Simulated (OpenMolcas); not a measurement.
W3+ among 6 point charges of -1.7 e arranged as a tetragonal octahedron (D4h), 2.08 Å from the ion, with the axial distance 1.934 Å. The active orbitals were held to one l.

```json
{
 "Program": "OpenMolcas 26.06",
 "Method": "CASSCF",
 "Basis": "ANO-RCC-VDZP [7s6p4d2f1g]",
 "Scalar Hamiltonian": "DKH2, point nucleus",
 "Active space": "3 electrons in 5 orbitals (5d)",
 "State averaging": "2S+1 = 4 even, 10 roots; 2S+1 = 2 even, 40 roots",
 "Spin-orbit coupling": "RASSI with atomic mean-field integrals over the reference wave functions"
}
```

Task: What is the spin-free ground state (labels of D4, the rotations of D4h)?

Result: 4B1, 1-fold in its orbital part, 100 % from free-ion F terms; it has the highest spin that d3 allows.

Task: Where is the first state of the same spin?

Result: 4B2 at 14700 cm-1 above the ground state.

Task: What are the lowest two levels with spin-orbit coupling?

Result: A 2-fold level E1/2 with g = 0.14, 0.14, 4.19, then a 2-fold level E3/2 127.7 cm-1 above it. Their leading multiplicities are 4 (95 %) and 4 (96 %).

Task: What is χT at 300 K, and how does it compare with the textbook value?

Result: The lowest level has 2S+1 = 4, for which the spin-only value is χT = S(S+1) / 2 = 1.875 cm3 K/mol (g = 2). The computed 0.960 at 300 K differs by -0.915, through orbital momentum, spin-orbit coupling and any other state in reach.

Without dynamic correlation the repulsion within the d shell is too large (B by tens of per cent), so at a given field states of lower spin stand too high. This is an electrostatic model: the charges have no orbitals. No measured value stands beside these numbers.
